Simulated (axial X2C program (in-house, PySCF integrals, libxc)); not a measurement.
## HBr: computed against measured constants

Computed with an in-house all-electron X2C program for linear molecules (integrals from PySCF). Spin-free means the one-electron spin-free X2C Hamiltonian; two-component (2c) means X2C with spin–orbit coupling and atomic mean-field two-electron Coulomb and Gaunt terms, so the difference of the two also holds small scalar two-electron terms. Basis: Br dyall-cv3z [8s9p6d4f1g], H dyall-v3z [6s2p1d] (cores contracted in-house); Gaussian nuclei, density fitting, unrestricted open shells. Masses: Br 78.918 u, H 1.008 u.

| Hamiltonian | level | Re (Å) | ωe (cm⁻¹) | ωexe (cm⁻¹) | De (eV) |
| --- | --- | --- | --- | --- | --- |
| spin-free | PBE0 | 1.418 | 2656.1 | 41 | 3.94 |
| spin-free | HF | 1.404 | 2788.9 | 38.8 | 2.79 |
| spin-free | MP2 | 1.410 | 2717.4 | 41.7 | 3.91 |
| spin-free | CCSD | 1.415 | 2670.6 | 44.8 | 3.90 |
| spin-free | CCSD(T) | 1.417 | 2652.9 | 45.7 | 3.95 |
| spin-free | LDA | 1.429 | 2565.0 | 41.5 | 4.56 |
| 2c | PBE0 | 1.419 | 2650.3 | 41.1 | 3.84 |
| 2c | HF | 1.405 | 2783.8 | 38.9 | 2.63 |
| 2c | MP2 | 1.411 | 2712.7 | 41.7 | 3.77 |
| 2c | CCSD | 1.415 | 2665.4 | 44.9 | 3.76 |
| 2c | CCSD(T) | 1.417 | 2647.8 | 45.8 | 3.81 |
| 2c | LDA | 1.430 | 2558.7 | 41.6 | 4.40 |

De refers to Br + H.

Correlated methods: 8 electrons correlated (number of frozen shells: Br 3 s, 2 p, 1 d; H none), 144 virtual spin orbitals or spinors in MP2, 74 natural virtuals in coupled cluster.

Measured (Huber and Herzberg, Constants of Diatomic Molecules, 1979; state 1Σ+): Re (Å) 1.41444, ωe (cm⁻¹) 2648.97, ωexe (cm⁻¹) 45.2175.

Problem. Work out the error of each level, computed minus measured.

Solution. 

```json
{"Hamiltonian": "spin-free", "level": "PBE0", "Re (Å)": "0.004", "ωe (cm⁻¹)": "7.1", "ωexe (cm⁻¹)": "-4.22"}
{"Hamiltonian": "spin-free", "level": "HF", "Re (Å)": "-0.010", "ωe (cm⁻¹)": "139.9", "ωexe (cm⁻¹)": "-6.42"}
{"Hamiltonian": "spin-free", "level": "MP2", "Re (Å)": "-0.004", "ωe (cm⁻¹)": "68.4", "ωexe (cm⁻¹)": "-3.52"}
{"Hamiltonian": "spin-free", "level": "CCSD", "Re (Å)": "0.001", "ωe (cm⁻¹)": "21.6", "ωexe (cm⁻¹)": "-0.42"}
{"Hamiltonian": "spin-free", "level": "CCSD(T)", "Re (Å)": "0.003", "ωe (cm⁻¹)": "3.9", "ωexe (cm⁻¹)": "0.48"}
{"Hamiltonian": "spin-free", "level": "LDA", "Re (Å)": "0.015", "ωe (cm⁻¹)": "-84.0", "ωexe (cm⁻¹)": "-3.72"}
{"Hamiltonian": "2c", "level": "PBE0", "Re (Å)": "0.005", "ωe (cm⁻¹)": "1.3", "ωexe (cm⁻¹)": "-4.12"}
{"Hamiltonian": "2c", "level": "HF", "Re (Å)": "-0.009", "ωe (cm⁻¹)": "134.8", "ωexe (cm⁻¹)": "-6.32"}
{"Hamiltonian": "2c", "level": "MP2", "Re (Å)": "-0.003", "ωe (cm⁻¹)": "63.7", "ωexe (cm⁻¹)": "-3.52"}
{"Hamiltonian": "2c", "level": "CCSD", "Re (Å)": "0.001", "ωe (cm⁻¹)": "16.4", "ωexe (cm⁻¹)": "-0.32"}
{"Hamiltonian": "2c", "level": "CCSD(T)", "Re (Å)": "0.003", "ωe (cm⁻¹)": "-1.2", "ωexe (cm⁻¹)": "0.58"}
{"Hamiltonian": "2c", "level": "LDA", "Re (Å)": "0.016", "ωe (cm⁻¹)": "-90.3", "ωexe (cm⁻¹)": "-3.62"}
```

The state is one determinant whose occupation by symmetry is held fixed; it was picked as the lowest of a PBE0 search that is not exhaustive. The closed shell is kept restricted, so the energy runs too high when the bond is stretched far. Dissociation energies refer to the lowest single-determinant-based atoms at the same level and basis. CCSD and (T) use frozen natural virtuals with an MP2 correction for the truncation; (T) itself is uncorrected, so its De runs slightly low. Without a current term, density functionals place determinants with orbital angular momentum somewhat too high.
